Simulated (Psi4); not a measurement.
H₃O, charge +1, singlet, at a GFN2-xTB geometry; PBE/def2-SVPD (Psi4).

Here is a job for Psi4.
```
memory 2 GB

molecule mol {
1 1
O     0.070940    0.002888    0.031336
H    -0.025127    0.805022   -0.529842
H     0.027376   -0.824717   -0.498515
H    -0.569771   -0.003407    0.777672
}

set {
  basis def2-svpd
  reference rks
  scf_type pk
  puream true
  d_convergence 1e-8
  dft_radial_points 99
  dft_spherical_points 590
}

energy('pbe')
print_variables()
```

The log (banner, timings and long lists left out):

```
   => Loading Basis Set <=

    Name: DEF2-SVPD
    Role: ORBITAL
    Keyword: BASIS

         ---------------------------------------------------------
                                   SCF
               by Justin Turney, Rob Parrish, Andy Simmonett
                          and Daniel G. A. Smith
                              RKS Reference
         ---------------------------------------------------------

  ==> Geometry <==

    Molecular point group: c1
    Full point group: C1

    Geometry (in Angstrom), charge = 1, multiplicity = 1:

       Center              X                  Y                   Z               Mass
    ------------   -----------------  -----------------  -----------------  -----------------
         O            0.041351986842     0.001683348088     0.018266017208    15.994914619570
         H           -0.054715013158     0.803817348088    -0.542911982792     1.007825032230
         H           -0.002212013158    -0.825921651912    -0.511584982792     1.007825032230
         H           -0.599359013158    -0.004611651912     0.764602017208     1.007825032230

  Running in c1 symmetry.

  Rotational constants: A =     10.90263  B =     10.90262  C =      6.28875 [cm^-1]
  Rotational constants: A = 326852.50812  B = 326852.41250  C = 188532.01948 [MHz]
  Nuclear repulsion =   13.884761372656026

  Charge       = 1
  Multiplicity = 1
  Electrons    = 10
  Nalpha       = 5
  Nbeta        = 5

  ==> Algorithm <==

  SCF Algorithm Type is PK.
  DIIS enabled.
  MOM disabled.
  Fractional occupation disabled.
  Guess Type is SAD.
  Energy threshold   = 1.00e-06
  Density threshold  = 1.00e-08
  Integral threshold = 1.00e-12

  ==> Primary Basis <==

  Basis Set: DEF2-SVPD
    Blend: DEF2-SVPD
    Number of shells: 21
    Number of basis functions: 47
    Number of Cartesian functions: 49
    Spherical Harmonics?: true
    Max angular momentum: 2

  ==> DFT Potential <==

   => LibXC <=

    Version 7.1.2
    S. Lehtola, C. Steigemann, M. J. T. Oliveira, and M. A. L. Marques,  SoftwareX 7, 1–5 (2018) (10.1016/j.softx.2017.11.002)

   => Composite Functional: PBE <=

    PBE GGA Exchange-Correlation Functional

    J.P. Perdew et. al., Phys. Rev. Lett., 77(18), 3865-3868, 1996

    Deriv               =              1
    GGA                 =           TRUE
    Meta                =          FALSE

    Exchange Hybrid     =          FALSE
    MP2 Hybrid          =          FALSE

   => Exchange Functionals <=

    1.0000     XC_GGA_X_PBE

   => Correlation Functionals <=

    1.0000     XC_GGA_C_PBE

   => LibXC Density Thresholds  <==

    XC_GGA_C_PBE:  1.00E-12
    XC_GGA_X_PBE:  1.00E-15

   => Molecular Quadrature <=

    Radial Scheme          =       TREUTLER
    Pruning Scheme         =           NONE
    Nuclear Scheme         =       TREUTLER

    Blocking Scheme        =         OCTREE
    BS radius alpha        =              1
    Pruning alpha          =              1
    Radial Points          =             99
    Spherical Points       =            590
    Total Points           =         226995
    Total Blocks           =           1705
    Max Points             =            256
    Max Functions          =             47
    Weights Tolerance      =       1.00E-15

  ==> Integral Setup <==

  Using in-core PK algorithm.
   Calculation information:
      Number of atoms:                   4
      Number of AO shells:              21
      Number of primitives:             33
      Number of atomic orbitals:        49
      Number of basis functions:        47

      Integral cutoff                 1.00e-12
      Number of threads:                 1

  Performing in-core PK
  Using 1273512 doubles for integral storage.
  We computed 26796 shell quartets total.
  Whereas there are 26796 unique shell quartets.

  ==> DiskJK: Disk-Based J/K Matrices <==

    J tasked:                  Yes
    K tasked:                   No
    wK tasked:                  No
    Schwarz Cutoff:          1E-12

  Minimum eigenvalue in the overlap matrix is 4.8832372448E-03.
  Reciprocal condition number of the overlap matrix is 8.0716649847E-04.
    Using symmetric orthogonalization.

  ==> Pre-Iterations <==

  SCF Guess: Superposition of Atomic Densities via on-the-fly atomic UHF (no occupation information).

   -------------------------
    Irrep   Nso     Nmo
   -------------------------
     A         47      47
   -------------------------
    Total      47      47
   -------------------------

  ==> Iterations <==

                        Total Energy        Delta E     RMS |[F,P]|

   @RKS iter SAD:   -76.72079509830996   -7.67208e+01   0.00000e+00
   @RKS iter   1:   -76.47025702345790    2.50538e-01   1.13300e-02 ADIIS/DIIS
   @RKS iter   2:   -76.26764706120598    2.02610e-01   1.91678e-02 ADIIS/DIIS
   @RKS iter   3:   -76.56601934272334   -2.98372e-01   3.63528e-04 ADIIS/DIIS
   @RKS iter   4:   -76.56610267232627   -8.33296e-05   4.61926e-05 DIIS
   @RKS iter   5:   -76.56610419475504   -1.52243e-06   1.01380e-05 DIIS
   @RKS iter   6:   -76.56610427670063   -8.19456e-08   2.43489e-07 DIIS
   @RKS iter   7:   -76.56610427676220   -6.15756e-11   1.42994e-08 DIIS
   @RKS iter   8:   -76.56610427676237   -1.70530e-13   7.81759e-10 DIIS
  Energy and wave function converged.

  ==> Post-Iterations <==

   Electrons on quadrature grid:
      Ntotal   =    9.9999999737 ; deviation = -2.629e-08

    Orbital Energies [Eh]
    ---------------------

    Doubly Occupied:

[...]
    Virtual:

[...]
    Final Occupation by Irrep:
              A
    DOCC [     5 ]
    NA   [     5 ]
    NB   [     5 ]

  @RKS Final Energy:   -76.56610427676237

   => Energetics <=

    Nuclear Repulsion Energy =             13.8847613726560262
    One-Electron Energy =                -128.2542449168935832
    Two-Electron Energy =                  47.1078186192060073
    DFT Exchange-Correlation Energy =      -9.3044393517308350
    Empirical Dispersion Energy =           0.0000000000000000
    VV10 Nonlocal Energy =                  0.0000000000000000
    Total Energy =                        -76.5661042767623741

Computation Completed

Properties will be evaluated at   0.000000,   0.000000,   0.000000 [a0]

Properties computed using the SCF density matrix

 Multipole Moments:

 ------------------------------------------------------------------------------------
     Multipole            Electronic (a.u.)      Nuclear  (a.u.)        Total (a.u.)
 ------------------------------------------------------------------------------------

 L = 1.  Multiply by 2.5417464519 to convert [e a0] to [Debye]
 Dipole X            :          0.0326081           -0.6150494           -0.5824413
 Dipole Y            :          0.0013273           -0.0250373           -0.0237100
 Dipole Z            :          0.0144037           -0.2716799           -0.2572762
 Magnitude           :                                                    0.6371743

 ------------------------------------------------------------------------------------

  Variable Map:
  ----------------------------------------------------------------------------
[...]
  Array Variable Map:
  ----------------------------------------------------------------------------
[...]
[...]
```
